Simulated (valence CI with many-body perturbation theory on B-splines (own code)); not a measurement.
**Sensitivity of CI+MBPT for Mn III**

Method: relativistic CI+MBPT: five valence electrons over a frozen Dirac-Fock core [Ar], radial functions for each j: 6 s, 6 p, 5 d, 5 f, 1 g, with the one-electron correlation potential Σ1, the two-electron term Σ2, the three-electron term Σ3, Breit, model QED; selected CI, second order for the rest, scaled by the run's own slope (own B-spline code, finite nucleus).

Against 20 measured levels this calculation errs by 431 cm⁻¹ on average and by 1418 at most. These come from a selection out of Corliss and Sugar, J. Phys. Chem. Ref. Data 6, 1253 (1977). Levels without a partner in it may be off by more, other configurations by 1,000 to 8,000 cm⁻¹. Among the levels kept, up to 820 cm⁻¹ of a level comes from second order outside the variational space, and about a tenth of that is noise between levels of different J, which matters for small intervals. Only levels of the ground parity were solved; by the run's estimate the other parity begins above the list, which can be wrong where configurations are misplaced.

The reference run has the lowest level 3d5 6S_5/2 and an ionisation energy of 32.5939 eV. Its largest variational space holds 10020 state functions.

Changed runs:
A. scale of Σ1 1 → 0
B. Davidson tolerance 2e-05 → 0.001; QED terms on → off
C. shift of the energy in Σ1 (hartree) 0 → 0.272
D. scale of Σ1 1 → 2 (bad on purpose)

Excitation energies of the reference run in cm⁻¹, and shifts in cm⁻¹:

```csv
Level,Reference,A,B,C,D
3d5 4G_11/2,26193,-711,-0.6,+46,+692
3d5 4G_5/2,26221,-707,-1.5,+46,+694
3d5 4G_7/2,26224,-716,-2.0,+46,+692
3d5 4G_9/2,26225,-718,-1.7,+46,+688
3d5 4P_5/2,29565,-830,-2.0,+59,+807
3d5 4P_3/2,29603,-850,-2.4,+59,+811
3d5 4P_1/2,29633,-856,-1.1,+62,+829
3d5 4D_7/2,32218,-883,-2.8,+57,+844
3d5 4D_1/2,32271,-894,-1.4,+60,+863
3d5 4D_5/2,32298,-895,-3.1,+58,+869
3d5 4D_3/2,32298,-903,-3.1,+58,+862
3d5 2I_11/2,37756,-1012,-1.5,+66,+992
Ionisation energy (eV),32.5939,-1.2085,-0.0012,+0.0817,+1.2600
```
